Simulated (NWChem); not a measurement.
Program: NWChem. System: HAlCl₂S, charge 1, spin multiplicity 2, at the geometry of a parent with another charge or spin, in a state set for the comparison that need not be this species' ground state. Its SCF solution wasn't tested for a lower state.

Job file:

```
start mol
memory heap 200 mb stack 900 mb global 1100 mb
charge 1
geometry units angstroms nocenter noautoz noautosym
  Al    -0.011862     0.018978     0.000000
  Cl     0.093351     2.111182     0.000000
  Cl    -1.883591    -0.931281     0.000000
  S      1.836903    -1.124138     0.000000
  H      1.197838    -2.318819     0.000000
end
basis spherical
  * library 3-21g
end
dft
  xc xpbe96 cpbe96
  odft
  mult 2
  semidirect memsize 60000000 filesize 0
  iterations 100
end
task dft energy
```

The output up to the point where the run's verdict is printed (cleaned and shortened):

```
             Northwest Computational Chemistry Package (NWChem) 7.3.0
             --------------------------------------------------------

                                NWChem Input Module
                                -------------------

 Scaling coordinates for geometry "geometry" by  1.889725989
 (inverse scale =  0.529177249)

                             Geometry "geometry" -> ""
                             -------------------------

 Output coordinates in angstroms (scale by  1.889725989 to convert to a.u.)

  No.       Tag          Charge          X              Y              Z
 ---- ---------------- ---------- -------------- -------------- --------------
    1 Al                  13.0000    -0.01186200     0.01897800     0.00000000
    2 Cl                  17.0000     0.09335100     2.11118200     0.00000000
    3 Cl                  17.0000    -1.88359100    -0.93128100     0.00000000
    4 S                   16.0000     1.83690300    -1.12413800     0.00000000
    5 H                    1.0000     1.19783800    -2.31881900     0.00000000

 Effective nuclear repulsion energy (a.u.)     295.6213860833

            Nuclear Dipole moment (a.u.)
            ----------------------------
        X                 Y               Z
 ---------------- ---------------- ----------------
    -0.0000000000     0.0000075589     0.0000000000


 Summary of "ao basis" -> "" (spherical)
 ------------------------------------------------------------------------------
       Tag                 Description            Shells   Functions and Types
 ---------------- ------------------------------  ------  ---------------------
 *                           3-21g                    on all atoms

  pbe96 is a nonlocal functional; adding pw91lda local functional.

                                 NWChem DFT Module
                                 -----------------

 Summary of "ao basis" -> "ao basis" (spherical)
 ------------------------------------------------------------------------------
       Tag                 Description            Shells   Functions and Types
 ---------------- ------------------------------  ------  ---------------------
[...]
 d= 0,ls=0.5,diis    75  -1552.9220911074  2.21D-06  2.38D-05  2.39D-04    30.5
                                                     3.52D-05  3.27D-04
 d= 0,ls=0.5,diis    76  -1552.9220895033  1.60D-06  1.11D-05  2.52D-04    30.9
                                                     3.41D-05  3.40D-04
 d= 0,ls=0.5,diis    77  -1552.9221031817 -1.37D-05  8.39D-06  2.47D-04    31.3
                                                     3.22D-05  3.33D-04
 d= 0,ls=0.5,diis    78  -1552.9221174557 -1.43D-05  1.10D-05  2.41D-04    31.7
                                                     3.70D-05  3.25D-04
 d= 0,ls=0.5,diis    79  -1552.9221443576 -2.69D-05  1.39D-05  2.22D-04    32.1
                                                     3.84D-05  3.00D-04
 d= 0,ls=0.5,diis    80  -1552.9221642189 -1.99D-05  5.52D-05  2.12D-04    32.5
                                                     8.45D-05  2.88D-04
 d= 0,ls=0.5,diis    81  -1552.9222561790 -9.20D-05  1.77D-05  1.25D-04    32.9
                                                     4.94D-05  1.87D-04
 d= 0,ls=0.5,diis    82  -1552.9222779883 -2.18D-05  3.79D-05  1.20D-04    33.3
                                                     3.74D-05  1.76D-04
 d= 0,ls=0.5,diis    83  -1552.9222672861  1.07D-05  1.16D-05  1.47D-04    33.7
                                                     4.37D-05  2.01D-04
 d= 0,ls=0.5,diis    84  -1552.9222935518 -2.63D-05  4.58D-05  1.27D-04    34.1
                                                     3.46D-05  1.78D-04
 d= 0,ls=0.5,diis    85  -1552.9222664608  2.71D-05  1.88D-05  1.69D-04    34.5
                                                     2.35D-05  2.20D-04
 d= 0,ls=0.5,diis    86  -1552.9222611960  5.26D-06  7.87D-06  1.80D-04    34.9
                                                     2.36D-05  2.31D-04
 d= 0,ls=0.5,diis    87  -1552.9222708654 -9.67D-06  2.86D-05  1.73D-04    35.3
                                                     4.64D-05  2.24D-04
 d= 0,ls=0.5,diis    88  -1552.9223139494 -4.31D-05  1.93D-05  1.31D-04    35.7
                                                     4.70D-05  1.77D-04
 d= 0,ls=0.5,diis    89  -1552.9223504041 -3.65D-05  6.73D-06  1.00D-04    36.1
                                                     3.99D-05  1.41D-04
 d= 0,ls=0.5,diis    90  -1552.9223700969 -1.97D-05  1.55D-05  8.98D-05    36.5
                                                     3.18D-05  1.26D-04
 d= 0,ls=0.5,diis    91  -1552.9223768332 -6.74D-06  6.56D-06  9.17D-05    36.9
                                                     3.66D-05  1.27D-04
 d= 0,ls=0.5,diis    92  -1552.9223951253 -1.83D-05  6.94D-06  7.92D-05    37.3
                                                     3.85D-05  1.12D-04
 d= 0,ls=0.5,diis    93  -1552.9224129858 -1.79D-05  9.62D-06  6.78D-05    37.7
                                                     3.52D-05  9.76D-05
 d= 0,ls=0.5,diis    94  -1552.9224249647 -1.20D-05  5.45D-06  6.28D-05    38.1
                                                     3.60D-05  9.09D-05
 d= 0,ls=0.5,diis    95  -1552.9224377310 -1.28D-05  1.30D-05  5.64D-05    38.5
                                                     4.25D-05  8.28D-05
 d= 0,ls=0.5,diis    96  -1552.9224571849 -1.95D-05  5.71D-06  4.24D-05    38.9
                                                     4.18D-05  6.62D-05
 d= 0,ls=0.5,diis    97  -1552.9224728509 -1.57D-05  7.77D-06  3.34D-05    39.3
                                                     3.86D-05  5.45D-05
 d= 0,ls=0.5,diis    98  -1552.9224831575 -1.03D-05  1.43D-05  3.02D-05    39.7
                                                     3.44D-05  4.94D-05
 d= 0,ls=0.5,diis    99  -1552.9224880182 -4.86D-06  1.44D-05  3.20D-05    40.1
                                                     3.26D-05  5.02D-05
 d= 0,ls=0.5,diis   100  -1552.9224915024 -3.48D-06  7.00D-06  3.46D-05    40.5
                                                     3.36D-05  5.20D-05
```

The run did not converge; its last values are not results. The next line reads: Calculation failed to converge. NWChem stopped with the message: dft energy failed.
